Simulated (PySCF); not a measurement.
Start geometry of `O=C/C(Br)=C\F` from GFN2-xTB (Å):
```
atom  x, y, z in Å
O1    -2.2879    0.3084   -0.1789
C2    -1.2762   -0.2256    0.0310
C3     0.0336    0.3995   -0.1442
Br4    0.0910    2.1923   -0.7394
C5     1.2160   -0.2135    0.0926
F6     1.2694   -1.4601    0.5248
H7    -1.2011   -1.2688    0.3847
H8     2.2102    0.2486   -0.0231
```

What comes out of this run: PBE0-D3(BJ)/def2-SVP geometry optimisation, gas phase in PySCF 2.14.0?

```
atom  x, y, z in Å
O1    -2.2672    0.5245    0.2230
C2    -1.2497   -0.1143    0.2334
C3     0.0774    0.4219   -0.1366
Br4    0.1701    2.2168   -0.6586
C5     1.1946   -0.3234   -0.1104
F6     1.1724   -1.5913    0.2562
H7    -1.2276   -1.1904    0.5269
H8     2.1898    0.0399   -0.3822
```

The energy falls by 2.2 kcal/mol over 9 energy and gradient evaluations, the largest force component goes from 0.0697 to 4.2e-04 Eh/bohr, and the atoms move by 0.020 Å rms after alignment. The bond that changes most is O1=C2 (aldehyde oxygen to aldehyde carbon), which lengthens by 0.038 Å. Bonds longer at the end by more than 0.005 Å: 3 of 7; shorter: 3. Among the angles that change most is Br4–C3–C5, from 117.3° to 119.8°. Rotational constants go from 3277, 1594, 1072 to 3280, 1590, 1071 MHz. The orientation of the end geometry is arbitrary; only internal coordinates are fixed.

The run used 112 basis functions and 70 SCF cycles in all. Time: 43 s of wall time; peak memory 0.47 GiB. Hardware: one thread, Arm Neoverse V2 (aarch64), no GPU, shared host with 192 logical CPUs at a one-minute load of 44.

No frequency check. One conformer, not necessarily the lowest.
